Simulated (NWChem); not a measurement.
Molecule: SrBrCl; SMILES [Cl][Sr][Br]

All runs: NWChem. The geometry was optimised at PBE0/def2-SVP. def2 effective core potentials on Sr; no spin-orbit coupling. Level SCAN/def2-SVP: energy and gradient on several grids; changes count from the extra-fine grid, which is no exact limit either.

| grid | size of the energy change (μHa) | largest change of a gradient component (μHa/bohr) |
|---|---|---|
| xcoarse | 40000 | 400 |
| coarse | 1000 | 300 |
| medium | 4000 | 60 |
| fine | 2000 | 90 |
| xfine | < 10 | < 30 |
